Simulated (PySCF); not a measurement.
**Polarisability and C₆ of He (helium, neutral)**

1s2, closed-shell 1S. All numbers are calculated (PySCF 2.14, scalar relativity by spin-free X2C-1e, in x2c-QZVPPall with one added diffuse shell each of s, p, d type (5s4p3d1f, 39 functions)). Coupled (time-dependent) response in atomic units; α is the mean over directions.

| method | mean α (bohr³) | C₆ (like pair) | S(−4) |
| --- | --- | --- | --- |
| UHF | 1.317 | 1.374 | 1.326 |
| PBE | 1.554 | 1.721 | 1.942 |
| PBE0 | 1.477 | 1.605 | 1.726 |
| LC-wPBE | 1.532 | 1.690 | 1.868 |

S(−4) is the Cauchy moment in α(ω) = α(0) + S(−4) ω² + …

Reference α: 1.384 bohr³ (recommended; Schwerdtfeger and Nagle, table of static dipole polarizabilities (2023 update)). Published C₆: 1.420 (Chu and Dalgarno (2004); Tang, Norbeck and Certain (1976)).

α(iu) at LC-wPBE:

```
u (hartree)  α(iu) (bohr³)
          0          1.532
     0.0500          1.527
      0.100          1.513
      0.200          1.461
      0.300          1.382
      0.500          1.182
      0.750         0.9313
       1.00         0.7273
       1.50         0.4609
       2.00         0.3120
       3.00         0.1670
       5.00        0.06921
```

A single London oscillator, α(iu) = α/(1 + u²/ω²), gives C₆ = (3/4) ω α². Matching the computed C₆ needs ω = 4 × 1.690 / (3 × 1.532²) = 0.960 hartree.
